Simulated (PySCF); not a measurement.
Compound: 1-chloropentafluorobenzene, C6ClF5.
InChI=1S/C6ClF5/c7-1-2(8)4(10)6(12)5(11)3(1)9

Level: wB97X-D/def2-SVPD in PySCF, non-relativistic, on one gas-phase PBE0-D3(BJ)/def2-SVP geometry that isn't relaxed in the solvent. The solvent is an IEF-PCM continuum (cavity from Bondi-type radii × 1.2), and excitations are vertical TDDFT with non-equilibrium linear response and a frozen core. Only the electrostatic response of the medium enters.

```csv
run,E − E(gas) (kcal/mol),HOMO (eV),HOMO–LUMO gap (eV),dipole (D),lowest singlet (eV),static polarisability (au)
gas,0.00,-9.67,10.02,0.25,5.30,84.7
P,-1.94,-9.47,10.04,0.20,5.30,108.4
Q,-1.59,-9.50,10.04,0.22,5.30,104.1
```

Q: The runs were made in chloroform and dichloromethane. Which run belongs to which solvent?

A: P = dichloromethane, Q = chloroform. The dielectric constants are 4.711 (chloroform), 8.93 (dichloromethane), and the energy falls further as ε rises. The optical constants n² used for the excitations are 2.09, 2.03 in the same order. In this model the ground state sees the solvent through ε alone.

Q: How constant is the ratio of the lowering to (ε − 1)/(2ε + 1)?

A: 
| solvent | (ε − 1)/(2ε + 1) | E − E(gas) (kcal/mol) | ratio (kcal/mol) | polarisation term (kcal/mol) |
| --- | --- | --- | --- | --- |
| chloroform | 0.356 | -1.59 | -4.5 | -1.71 |
| dichloromethane | 0.420 | -1.94 | -4.6 | -2.12 |

The ratio changes by +3.2 % in size from chloroform to dichloromethane. The polarisation term is half the interaction of the solute with the induced surface charges.

Time: 70 s; peak memory 1.3 GiB. Hardware: one thread, Arm Neoverse V1 (aarch64), shared host with 32 logical CPUs at a one-minute load of 11. This is the whole response run at wB97X-D/def2-SVPD in dichloromethane, SCF included.

Note: wB97X-D ran without an empirical dispersion term, which enters the total energy and its gradient alone.
